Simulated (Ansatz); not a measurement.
Consider the ligand exchange at the Si–Cl bond: `F[Si]([SiH3])(Cl)Cl` + NH₃ → `N[Si](F)([SiH3])Cl` + HCl.

Program: Ansatz. Geometries: PBE0-D4/def2-TZVP. ΔE: electronic, gas phase. CCSD(T)/CBS is the MP2 limit (def2-TZVPP, def2-QZVPP) plus CCSD(T) − MP2 in def2-TZVPP, frozen cores. This one scheme is used for every species. DFT in def2-TZVPP. HSE06 is defined as in plane-wave codes. Each species was taken in one conformer, which may not be the lowest.

`F[Si]([SiH3])(Cl)Cl`:

```xyz
8

F     0.665   -1.944   -0.941
Si    0.652   -0.846    0.208
Si   -0.771    0.921   -0.330
Cl    2.572   -0.202    0.441
Cl    0.057   -1.777    1.920
H    -0.721    1.898    0.785
H    -2.150    0.397   -0.495
H    -0.303    1.552   -1.589
```

NH₃:

Cartesian coordinates in Å:
```
N -0.112 0.234 -0.110
H 0.838 0.385 0.208
H -0.642 -0.099 0.686
H -0.084 -0.520 -0.784
```

`N[Si](F)([SiH3])Cl`:

Z-matrix (Å, degrees):
```
Si
F 1 1.595
Si 1 2.334 2 112.4
N 1 1.695 2 106.2 3 -122.3
Cl 1 2.065 2 104.3 3 116.5
H 3 1.486 1 110.6 2 -53.7
H 3 1.488 1 108.2 2 -173.0
H 3 1.484 1 109.8 2 67.8
H 4 1.009 1 120.6 2 -44.5
H 4 1.007 1 120.3 2 168.3
```

HCl:

Z-matrix (Å, degrees):
```
Cl
H 1 1.279
```

```json
{"level": "r2SCAN-D4", "ΔE (kJ/mol)": "37.5"}
{"level": "B97M-V", "ΔE (kJ/mol)": "39.3"}
{"level": "HSE06-D4", "ΔE (kJ/mol)": "37.6"}
{"level": "BHLYP-D4", "ΔE (kJ/mol)": "33.6"}
{"level": "B2PLYP", "ΔE (kJ/mol)": "34.6"}
{"level": "r2SCAN0", "ΔE (kJ/mol)": "36.0"}
{"level": "CAM-B3LYP", "ΔE (kJ/mol)": "30.0"}
{"level": "CCSD/CBS(def2)", "ΔE (kJ/mol)": "33.8"}
```

What does CCSD(T)/CBS give? (Estimate.)

The calculation gave: +35.2 kJ/mol. The listed levels differ from it by 2.3, 4.1, 2.4, -1.6, -0.6, 0.8, -5.2, -1.4 kJ/mol.

Largest T1 diagnostic among the species: 0.011.

Leaving LDA and LC-ωPBE aside and taking each functional with its dispersion term where it has one, the values, not all of them listed here, spread over 9.1 kJ/mol, from CAM-B3LYP-D4 to PBE-D4. LDA lies −8.7 kJ/mol from PBE without D4. At CCSD(T), def2-SVP lies −5.0 kJ/mol from the extrapolated value and def2-TZVPP −3.5 kJ/mol. From BLYP to BHLYP (50 % exact exchange), in def2-TZVPP and without D4, ΔE moves by −4.5 kJ/mol.
